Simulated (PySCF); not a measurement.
C₃H₆OSi₂, SMILES O=C[Si@H]1C=C[SiH2]1. Atoms are numbered in the order given.

```xyz
12

O      2.9997    -0.4265     0.2935
C      1.9507    -0.3952    -0.2985
Si     0.4023     0.5554     0.3560
C     -0.7436     1.1295    -1.0331
C     -1.8254     0.3138    -0.9651
Si    -1.5272    -0.7676     0.5565
H      1.8235    -0.9667    -1.2629
H      0.8474     1.5464     1.3791
H     -0.6255     1.9093    -1.7978
H     -2.6594     0.3583    -1.6787
H     -1.4672    -2.2436     0.3199
H     -2.4571    -0.5096     1.6985
```

Coordinates come from a PBE0-D3(BJ)/def2-SVP optimisation. The structure was generated by enumeration; whether it is a known compound was not checked. One conformer was computed; it need not be the lowest.

Computed with TDDFT-PBE/def2-SVPD run with PySCF.

Vertical excitations. Gas-phase values at a fixed geometry.

Computed lowest excited states:
```
state  energy (eV)  λ (nm)      f                                                main pairs
-----  -----------  ------  -----  --------------------------------------------------------
S1            2.91     426  0.001                                            HOMO→LUMO 99 %
S2            3.59     345  0.015                                          HOMO→LUMO+1 96 %
S3            4.41     281  0.003                                          HOMO−2→LUMO 95 %
S4            4.56     272  0.098                                          HOMO−1→LUMO 86 %
S5            4.69     264  0.004                                          HOMO→LUMO+2 98 %
S6            4.75     261  0.005                                          HOMO−3→LUMO 98 %
S7            4.98     249  0.005                                          HOMO→LUMO+3 91 %
S8            5.02     247  0.005                                        HOMO−1→LUMO+1 90 %
S9            5.57     223  0.033  HOMO−2→LUMO+1 43 %, HOMO−3→LUMO+1 28 %, HOMO→LUMO+4 18 %
S10           5.60     221  0.059                      HOMO→LUMO+4 59 %, HOMO−2→LUMO+1 19 %
T1            2.29     541      0                                            HOMO→LUMO 99 %
T2            3.38     367      0                                          HOMO→LUMO+1 98 %
T3            3.90     318      0                                          HOMO−1→LUMO 99 %
T4            4.18     296      0                      HOMO−2→LUMO 64 %, HOMO−2→LUMO+1 26 %
```
Triplets are in the Tamm–Dancoff approximation, which puts them higher than full response would, so one can lie above its singlet here.
